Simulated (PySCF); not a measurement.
silylarsine (AsH5Si), SMILES [AsH2][SiH3].

Coordinates come from a PBE-D3(BJ)/def2-TZVP optimisation.

These are TDA-PBE/def2-SVPD run with PySCF values and carry that method's errors.

Vertical excitations.  State labels are in the subgroup Cs.

Computed lowest excited states:
```
state  symmetry  energy (eV)  λ (nm)      f                                              main pairs
-----  --------  -----------  ------  -----  ------------------------------------------------------
S1           A'         6.04     205  0.045                                        HOMO→LUMO+1 96 %
S2           A"         6.32     196  0.011                                        HOMO→LUMO+2 93 %
S3           A'         6.34     195  0.194                                          HOMO→LUMO 75 %
S4           A"         6.84     181  0.006                                        HOMO→LUMO+4 94 %
S5           A'         6.87     180  0.010                                        HOMO→LUMO+3 83 %
S6           A'         7.19     172  0.005                    HOMO−1→LUMO+1 78 %, HOMO−1→LUMO 17 %
S7           A'         7.36     168  0.200   HOMO−1→LUMO 41 %, HOMO→LUMO+5 37 %, HOMO−1→LUMO+1 9 %
S8           A"         7.45     167  0.027                    HOMO−1→LUMO+2 50 %, HOMO−2→LUMO 36 %
S9           A"         7.63     162  0.002                    HOMO−2→LUMO 60 %, HOMO−1→LUMO+2 20 %
S10          A'         7.64     162  0.100  HOMO→LUMO+5 52 %, HOMO−1→LUMO 14 %, HOMO−2→LUMO+2 11 %
T1           A'         5.24     237      0                                          HOMO→LUMO 97 %
T2           A"         5.53     224      0                                        HOMO→LUMO+2 96 %
T3           A'         5.68     218      0                                        HOMO→LUMO+1 98 %
T4           A'         6.51     191      0                      HOMO−1→LUMO 71 %, HOMO→LUMO+3 24 %
```
Triplets are in the Tamm–Dancoff approximation.
